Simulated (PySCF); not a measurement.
Bond energies at r²SCAN/def2-TZVPP beside a composite method

PySCF, lowest determinants of a PBE0 search. The composite is CCSD(T) extrapolated to the basis-set limit from two correlation-consistent sets, with core-valence (CV) and scalar-relativistic (SR) terms as its label shows; it has no spin–orbit coupling and nothing beyond (T).

| species | state (unpaired electrons) | De r²SCAN (eV) | De composite (eV) | composite | dissociates to |
| --- | --- | --- | --- | --- | --- |
| MnH | septet (σ ↑↑, π ↑↑, δ ↑↑) | 2.15 | 1.66 | CCSD(T)/CBS(TQ)+CV+SR | Mn (3d5 4s2) + H |
| Cl2 | singlet (closed shell) | 2.57 | 2.57 | CCSD(T)/CBS(TQ)+CV+SR | Cl + Cl |
| SiI | doublet (π ↑) | 3.37 | 3.27 | CCSD(T)/CBS(TQ) | Si + I |
| AsO | doublet (π ↑) | 4.99 | 4.86 | CCSD(T)/CBS(DT)+CV | As + O |
| AlH | singlet (closed shell) | 3.02 | 3.19 | CCSD(T)/CBS(TQ)+CV+SR | Al + H |
| NaCl | singlet (closed shell) | 4.19 | 4.15 | CCSD(T)/CBS(DT)+CV+SR | Na + Cl |
| GeO | singlet (closed shell) | 6.90 | 6.95 | CCSD(T)/CBS(DT)+CV | Ge + O |
| NaI | singlet (closed shell) | 3.35 | 3.34 | CCSD(T)/CBS(DT)+CV | Na + I |

**Question.** Does r²SCAN bind more or less than the composite, by how much on average, and where is the difference largest?

**Answer.** r²SCAN/def2-TZVPP binds more on average, method and basis taken together: the mean signed difference is +0.07 eV and the mean absolute one 0.12 eV; it is largest for MnH (+0.49 eV).

The molecules are drawn from runs that passed checks on state, spin purity and fit, so the hardest cases are missing and the errors look smaller than over all diatomics.

Correlated steps freeze the inner cores (5 to 14 orbitals); shallow outer-core shells are correlated. The metal atom is held in its measured ground configuration; semilocal functionals can put another filling of s and d lower by some tenths of an eV, and De to that atom would be smaller. Spin–orbit coupling is left out, which matters for elements this heavy, above all for dissociation energies. Where the molecule has an RHF reference, its open-shell atoms are computed with UHF. The CCSD T1 diagnostic is raised in GeO, a sign that a single reference may not be enough there. States were picked by a PBE0 search and need not be the measured ground states.
